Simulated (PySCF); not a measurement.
SMILES c1cncc([SiH2]c2ccc[se]2)c1 (GFN2-xTB optimised geometry):

```
21

C      3.145     2.849    -2.545
C      4.071     2.289    -3.412
N      4.499     1.043    -3.302
C      4.018     0.303    -2.321
C      3.083     0.744    -1.386
Si     2.453    -0.373     0.000
C      0.573    -0.373     0.000
C     -0.243    -1.465     0.042
C     -1.632    -1.204     0.068
C     -1.957     0.113     0.058
Se    -0.459     1.197     0.000
C      2.652     2.060    -1.521
H      2.821     3.871    -2.669
H      4.492     2.858    -4.231
H      4.401    -0.709    -2.275
H      2.946     0.147     1.284
H      2.905    -1.747    -0.229
H      0.153    -2.467     0.051
H     -2.370    -1.989     0.096
H     -2.946     0.533     0.071
H      1.927     2.467    -0.823
```

Level of theory: PySCF with PBE/def2-SVP.

Problem. What are the frontier orbital energies and the dipole moment?

Solution. HOMO-2 -6.05 eV, HOMO-1 -5.94 eV, HOMO -5.56 eV, LUMO -1.93 eV, LUMO+1 -1.58 eV; dipole moment 2.17 D.

Meta-Löwdin charges at PBE/def2-SVP: C1 -0.12, C2 0.01, N3 -0.23, C4 0.01, C5 -0.23, Si6 0.57, C7 -0.35, C8 -0.12, C9 -0.13, C10 -0.25, Se11 0.30, C12 -0.07, H13 0.11, H14 0.11, H15 0.10, H16 -0.09, H17 -0.08, H18 0.11, H19 0.12, H20 0.13, H21 0.10.
